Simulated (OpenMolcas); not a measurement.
**F I: thermal populations, worked from levels**

```yaml
Program: OpenMolcas
Basis: ANO-RCC [8s7p4d3f2g]
Scalar_Hamiltonian: DKH2, point nucleus
Active_space: 5 electrons in 9 orbitals (RAS2 2p; RAS3 3s 3d, at most 1 electron)
State_averaging: 2S+1 = 2 odd, 3 roots; 2S+1 = 4 even, 3 roots; 2S+1 = 2 even, 8 roots
Spin-orbit_coupling: state interaction with AMFI integrals over the reference wave functions, term energies averaged over their components
```

Methods: RASSCF; SS-RASPT2, IPEA 0.25 Eh, imaginary shift 0.1 Eh (closed shells correlated: 1s 2s). Measured levels: NIST Handbook of Basic Atomic Spectroscopic Data.

**Thermal populations.** Z = Σ (2J + 1) exp(-E/kT) with k = 0.695035 cm-1/K, over the levels below. No other level of either list lies under 90000 cm-1, which is above 7 kT at each temperature.

```json
{"Level": "2s2 2p5 2P* 3/2", "2J + 1": "4", "SS-RASPT2": "0.0", "measured": "0.0"}
{"Level": "2s2 2p5 2P* 1/2", "2J + 1": "2", "SS-RASPT2": "404", "measured": "404"}
```

```csv
T (K),"Z, SS-RASPT2","Z, measured levels","Ground level (%), SS-RASPT2","Ground level (%), measured levels"
5000,5.780,5.780,69.2,69.2
8000,5.860,5.860,68.3,68.3
12000,5.905,5.905,67.7,67.7
```

At 12000 K, kT = 8340 cm-1, and the computed levels give Z = 4.000 + 1.905 = 5.905.

Without dynamic correlation excited terms often stand tens of per cent too high (terms of higher spin than the ground term too low), and those without a measured partner can miss by more than the paired ones (holds for RASSCF). Measured partners are found by configuration, term and J. A level has none where our copy of the source lacks it or the pairing is in doubt (some pairs that miss far off the trend of their configuration count as doubtful), and it then counts in no deviation. Only configurations of the active space appear.

* marks odd parity.
